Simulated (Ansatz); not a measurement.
Gas-phase electronic energies from Ansatz, PBE0-D4/def2-TZVP geometries. CCSD(T)/CBS is the MP2 limit (def2-TZVPP, def2-QZVPP) plus CCSD(T) − MP2 in def2-TZVPP, frozen cores. This one scheme is used for every species. DFT in def2-TZVPP. HSE06 is defined as in plane-wave codes. def2 core potentials past Kr. For Sn outer-core shells are correlated without core-valence functions, which leaves a few kJ/mol of doubt a bond. Each species was taken in one conformer, which may not be the lowest.

`C[Si](C)(C)[O][Sn]([F])([F])[F]` + HCl → `[F][Sn]([F])([F])[Cl]` + trimethylsilanol  (ligand exchange at the Sn–O bond)

| level | ΔE (kJ/mol) |
| --- | --- |
| HSE06-D4 | -40.1 |
| ωB97M-V | -37.2 |
| revPBE | -47.6 |
| r2SCANh | -41.4 |
| SCS-MP2/def2-TZVPP | -28.5 |
| SCS-MP2/def2-QZVPP | -29.3 |
| HF/CBS(def2) | -44.3 |
| MP2/CBS(def2) | -30.2 |

Question: What does CCSD(T)/CBS give? (An estimate is asked.)

Answer: The calculation gave: -28.5 kJ/mol. The listed levels differ from it by -11.6, -8.7, -19.1, -12.9, 0.0, -0.8, -15.8, -1.7 kJ/mol.

Largest T1 diagnostic among the species: 0.014.

Leaving LDA and LC-ωPBE aside and taking each functional with its dispersion term where it has one, the values, not all of them listed here, spread over 7.6 kJ/mol, from HSE06-D4 to BLYP-D4. LDA lies +5.3 kJ/mol from PBE without D4. In def2-TZVPP, CCSD(T) changes the Hartree–Fock value by +17.8 kJ/mol (the triples alone add +2.2 kJ/mol) and MP2 by +16.2 kJ/mol.

CCSD(T)/CBS has its own doubt, a few kJ/mol and more with outer-core shells, so smaller differences from it don't rank the levels.
